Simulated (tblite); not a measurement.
Compound: C5H10OSi.
Geometry (GFN2-xTB, Å), atoms numbered from 1 in this order:
```xyz
17
C5H10OSi angstrom
C      1.448    0.722    1.575
C      0.838    0.293    0.477
C      1.440    0.505   -0.882
C     -0.488   -0.374    0.539
C     -0.788   -1.498   -0.462
O     -1.942   -0.965   -1.127
Si    -2.012    0.463   -0.297
H      2.387    1.247    1.536
H      1.030    0.568    2.556
H      1.928   -0.407   -1.227
H      0.675    0.773   -1.608
H      2.190    1.291   -0.849
H     -0.690   -0.693    1.561
H     -1.052   -2.446    0.008
H     -0.004   -1.671   -1.199
H     -3.207    0.579    0.528
H     -1.759    1.625   -1.139
```

Calculated harmonic vibrations of the isolated species, GFN2-xTB (tblite), most abundant isotopes, no scaling. The method is semi-empirical: single wavenumbers can be off by several per cent or more. Modes of hydrogen on silicon can be 10 to 20 % off. One conformer, not necessarily the lowest.

Harmonic wavenumbers (cm⁻¹): 71.2, 98.6, 153.5, 184.8, 286.9, 381.1, 399.8, 479.4, 489.9, 558.9, 564.2, 650.7, 669.8, 736.9, 790.5, 818.9, 874.4, 889.2, 950.8, 979.3, 1009.1, 1030.6, 1041.1, 1071.5, 1117.9, 1152.4, 1268.2, 1289.8, 1305.9, 1399.0, 1427.5, 1475.3, 1485.4, 1498.2, 1704.7, 2301.2, 2325.2, 2960.0, 2979.2, 2990.8, 2995.3, 3022.4, 3041.7, 3103.3, 3125.8.

A = 3949, B = 1512, C = 1410 MHz; mass 114.050 u (most abundant isotopes); point group C1, symmetry number 1.

**Question.** What is the zero-point energy?

**Answer.** Half the sum of the wavenumbers: 29575 cm⁻¹ = 353.80 kJ/mol.

**Question.** What is S at 200 K and 1 bar for an ideal gas of classical rigid rotors and harmonic oscillators?

**Answer.** Translation 159.63, rotation 112.33, vibration 53.28: S = 325.2 J/(mol K).

**Question.** And Cp and H(200 K) − H(0)?

**Answer.** Cp = 100.35 J/(mol K), of which vibrations give 67.09 (their classical limit is 45 R = 374.2); H(200 K) − H(0) = 12.82 kJ/mol without the zero-point energy, 6.17 from vibrations.

**Question.** Blend soft modes into free rotors: weight 1/[1 + (100 cm⁻¹/ν̃)⁴] for the oscillator and the rest for a rotor with moment μB/(μ + B), μ = h/(8π²ν), B = 10⁻⁴⁴ kg m². What vibrational entropy results?

**Answer.** 51.22 J/(mol K) in place of 53.28, which changes −T·S at 200 K by +0.41 kJ/mol.

**Question.** How do the functions run with temperature in this model?

**Answer.** 
```csv
T (K),S (J/(mol K)),Cp (J/(mol K)),H − H(0) (kJ/mol),G − H(0) (kJ/mol),ln q(vib)
100,270.2,63.9,4.68,-22.34,0.94
300,373.7,141.5,24.91,-87.20,4.63
500,463.5,212.1,60.69,-171.08,8.78
800,579.0,278.5,135.19,-328.03,15.06
1000,644.4,307.2,193.92,-450.52,19.04
```

q(vib) and H(0) count from the zero-point level.

**Question.** What must be added to the electronic energy to get the Gibbs energy at 200 K and 1 bar?

**Answer.** ZPE + [H(200 K) − H(0)] − T·S = 353.80 + 12.82 − 65.05 = 301.57 kJ/mol.

Hindered rotation and anharmonicity are outside this model. Other conformers, if any are populated, would add a mixing term that is left out. The structure is chiral; the term R ln 2 for an equal mix with its mirror image is left out.
